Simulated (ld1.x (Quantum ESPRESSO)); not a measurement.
Rb (Z = 37): one change to an RRKJ potential, before and after

```json
{
  "Element": "rubidium",
  "Generator": "ld1.x (Quantum ESPRESSO) 7.5",
  "Type": "norm-conserving RRKJ (Kleinman–Bylander form)",
  "Functional": "PBE",
  "Relativity": "fully relativistic",
  "Frozen core": "[Ar] 3d10",
  "Valence charge": "9",
  "Reference configuration": "4s2 4p6 5s1 5p0",
  "Partial waves": "4s (bound): rc 1.90 bohr; 4p (bound): rc 2.45 bohr; 4d channel at 0.3 Ry: rc 2.60 bohr",
  "Local potential": "the d channel",
  "Core correction": "none",
  "rho0": "0.005"
}
```

Open shells are filled in proportion to 2j + 1 (rel_dist='average').

Occupied shells without a wave of their own: 5s. They enter only through the test configuration that unscreens the potential.

Change: wave 4p (bound): rc 2.45 bohr becomes 4p (bound): rc 1.62 bohr.

Cutoffs: the cutoffs (Ry, on a coarse ladder) from which the occupation-weighted sum of valence levels, in a spherical-Bessel basis at the reference potential, stays within 10 and 1 mRy of its value at 400 Ry; they do not see the model core or the augmentation charge, which bear on the density cutoff. Errors are all-electron minus pseudo energies relative to the spin-unpolarised reference configuration.

Problem. What does the change do?

Solution. The potential gets harder (30 Ry and 35 Ry → 45 Ry and 60 Ry); of the 5 tests that both files solve, the error grows in 1 and shrinks in 1 by more than 15 % and 0.3 meV (median size 18.3 → 24.0 meV); the range in which the p1/2 phases agree narrows (upper end at the end of the scan → 1.1); the range in which the p3/2 phases agree narrows (upper end at the end of the scan → 1.3); neither file shows a bound ghost. A smaller radius makes the pseudo-wave follow the all-electron one further in, where it bends more sharply, so more plane waves are needed.

```tsv
quantity	base	changed
cutoff, loose	30 Ry	45 Ry
cutoff, tight	35 Ry	60 Ry
loose cutoff by channel (10 mRy a level)	s 25 Ry, p 12 Ry	s 25 Ry, p 35 Ry
bound ghosts	none	none
error for 4s2 4p6 5s0 5p0, meV [ΔE 4.15 eV]	+47	+47
error for 4s2 4p6 5s0.5 5p0, meV [ΔE 1.58 eV]	+18	+18
error for 4s2 4p6 5s0 5p1, meV [ΔE 1.52 eV]	+29	+27
error for 4s2 4p5 5s1 5p0, meV [ΔE 21.15 eV]	-15	-12
error for 4s1 4p6 5s1 5p0, meV [ΔE 37.73 eV]	+9.8	-24
s: phases at 2.84 bohr within 0.05 rad from the reference energy up to (Ry; the scan ends near 5)	0.4	0.4
p1/2: phases at 2.84 bohr within 0.05 rad from the reference energy up to (Ry; the scan ends near 5)	to the end of the scan	1.1
p3/2: phases at 2.84 bohr within 0.05 rad from the reference energy up to (Ry; the scan ends near 5)	to the end of the scan	1.3
d3/2: phases at 2.84 bohr within 0.05 rad from the reference energy up to (Ry; the scan ends near 5)	3.0	3.0
d5/2: phases at 2.84 bohr within 0.05 rad from the reference energy up to (Ry; the scan ends near 5)	3.1	3.1
```
